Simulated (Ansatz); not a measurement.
Relaxation of the cluster K₂F₂ with RKS PBE0-D4/def2-TZVP.

```sh
$ ansatz run in.yaml --threads 4 --pin off --events-out ev --progress --plain --max-ram 3916MiB
```

```yaml
crystal:
  periodic: [false, false, false]
  atoms:
    - {symbol: K, position_ang: [0.750740, 0.663510, -1.341790]}
    - {symbol: K, position_ang: [-0.748680, -0.654930, 1.347430]}
    - {symbol: F, position_ang: [1.058030, -0.957660, 0.125950]}
    - {symbol: F, position_ang: [-1.060090, 0.949080, -0.131590]}
basis:
  gaussian: {orbitals: def2-TZVP}
hamiltonian: {xc: pbe0, dispersion: d4}
scf: {lower_state_search: "off"}
output: {orbitals: {seedname: orbitals}}
relax: {f_tol: 0.02, max_steps: 100}
```

Hardware: 4 threads of Arm Neoverse V2 on a shared host. Wall time 5 s.

Positions (Å) and forces (eV/Å) at steps 1, 2, 3, 4, 5 of 5:

```xyz
4
step=1 energy=-38075.4667 eV
K     0.751    0.664   -1.342    0.790    0.614   -1.324
K    -0.749   -0.655    1.347   -0.746   -0.642    1.328
F     1.058   -0.958    0.126    1.157   -1.014    0.105
F    -1.060    0.949   -0.132   -1.201    1.042   -0.109
4
step=2 energy=-38075.8076 eV
K     0.779    0.686   -1.393    0.142    0.093   -0.225
K    -0.778   -0.681    1.396   -0.129   -0.109    0.222
F     1.152   -1.039    0.138    0.254   -0.214    0.020
F    -1.153    1.034   -0.141   -0.267    0.230   -0.017
4
step=3 energy=-38075.8225 eV
K     0.764    0.669   -1.368    0.051    0.040   -0.085
K    -0.764   -0.669    1.367   -0.049   -0.040    0.086
F     1.232   -1.107    0.148   -0.056    0.052   -0.009
F    -1.232    1.107   -0.148    0.054   -0.052    0.009
4
step=4 energy=-38075.8298 eV
K     0.786    0.688   -1.405   -0.013   -0.011    0.023
K    -0.785   -0.687    1.405    0.012    0.011   -0.023
F     1.195   -1.074    0.143    0.004   -0.003    0.001
F    -1.195    1.073   -0.143   -0.003    0.003    0.000
4
step=5 energy=-38075.8301 eV
K     0.782    0.684   -1.399    0.001    0.000   -0.001
K    -0.782   -0.684    1.399   -0.001   -0.001    0.001
F     1.199   -1.078    0.143    0.001    0.000    0.000
F    -1.200    1.077   -0.144   -0.001    0.001    0.000
```

The structure comes from a short search, and lower isomers may exist.
